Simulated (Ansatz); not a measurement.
The cluster Mo3O9⁻. Charge -1, multiplicity 2. Geometry PBE-D4/def2-SVP.

```xyz
12

Mo    0.192    1.940    0.323
Mo   -1.593   -0.087    1.168
Mo    1.166   -1.332   -0.734
O     1.264   -1.180   -2.650
O    -3.027    0.159    0.262
O     2.456   -2.182   -0.039
O    -0.347   -1.304    0.501
O     0.331   -2.238   -2.213
O    -0.658    2.842   -0.861
O    -1.830   -0.056    2.866
O     0.747    2.879    1.647
O     1.298    0.559   -0.269
```

In the def2 sets Mo takes a core potential, while STO-3G treats all electrons; there is no spin–orbit coupling. The structure holds one bond between oxygen atoms, so isomers without such links may lie far lower. At HF/STO-3G the charge -1 doublet is spin-contaminated (final ⟨S²⟩ up to 3.05, 0.75 for a pure state). The structure comes from a short search, and lower isomers may exist.

Task: Estimate the α-spin orbital energies around the gap (eV) in Ansatz with HF/STO-3G, PBE-D4/def2-SVP, PBE-D4/def2-SVPD, PBE0-D4/def2-SVP, PBE0-D4/def2-SVPD.

Result: 
```
orbital  HF/STO-3G  PBE-D4/def2-SVP  PBE-D4/def2-SVPD  PBE0-D4/def2-SVP  PBE0-D4/def2-SVPD
 HOMO−5      -3.48            -4.17             -4.41             -5.91              -6.07
 HOMO−4      -3.13            -3.96             -4.21             -5.84              -5.98
 HOMO−3      -2.59            -3.90             -4.14             -5.57              -5.73
 HOMO−2      -2.56            -3.37             -3.56             -4.97              -5.09
 HOMO−1      -2.10            -2.58             -2.84             -4.10              -4.27
   HOMO      -1.29            -1.74             -1.94             -3.13              -3.25
   LUMO       8.38            -0.74             -0.98             -0.45              -0.60
 LUMO+1       9.25            -0.20             -0.42              0.20               0.07
 LUMO+2      11.28            -0.10             -0.39              0.37               0.16
 LUMO+3      11.58             0.67              0.41              1.18               1.03
 LUMO+4      11.77             0.96              0.72              1.37               1.19
 LUMO+5      11.87             1.22              0.95              2.09               1.91
 β HOMO      -1.78            -2.56             -2.83             -4.09              -4.25
 β LUMO       9.98            -1.13             -1.33             -0.61              -0.73
```
